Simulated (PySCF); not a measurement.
`InChI=1S/C5H10BP/c1-3-5-4(2)7(5)6/h3,7H,1H2,2,6H3`

Geometry:
| atom | x (Å) | y (Å) | z (Å) |
| --- | --- | --- | --- |
| B1 | -1.891 | 0.802 | -1.778 |
| P2 | -0.663 | 0.969 | -0.268 |
| C3 | -0.359 | -0.147 | 1.088 |
| C4 | -0.901 | -0.779 | 2.310 |
| C5 | 0.657 | -0.107 | 0.259 |
| C6 | 1.962 | -0.642 | -0.044 |
| C7 | 2.658 | -0.281 | -1.115 |
| H8 | -1.345 | 1.417 | -2.658 |
| H9 | -2.900 | 1.328 | -1.382 |
| H10 | -1.983 | -0.381 | -1.971 |
| H11 | -0.359 | 2.275 | 0.161 |
| H12 | -1.058 | -0.034 | 3.087 |
| H13 | -0.226 | -1.541 | 2.690 |
| H14 | -1.864 | -1.238 | 2.101 |
| H15 | 2.359 | -1.370 | 0.649 |
| H16 | 2.273 | 0.438 | -1.821 |
| H17 | 3.629 | -0.700 | -1.320 |

Computed with UKS BHandHLYP/6-31G* four-point reorganisation energy, gas phase in PySCF 2.14.0. Geometry: BHandHLYP/6-31G*.

(1) What is the inner reorganisation energy for hole transfer, with the ionisation energy?

## Answers

(1) λ = 0.279 (surface of the oxidised species) + 0.335 (surface of the starting species) = 0.614 eV. The ionisation energy is 8.90 eV vertical and 8.62 eV adiabatic without zero-point energy; at the relaxed geometry of the oxidised species the two energies differ by 8.29 eV. Largest bond changes: B1–P2 1.954 → 2.079 Å, C3–C5 1.312 → 1.363 Å, C5–C6 1.443 → 1.401 Å, C6–C7 1.327 → 1.361 Å, C3–C4 1.479 → 1.464 Å. ⟨S²⟩ of the relaxed oxidised species 0.787.
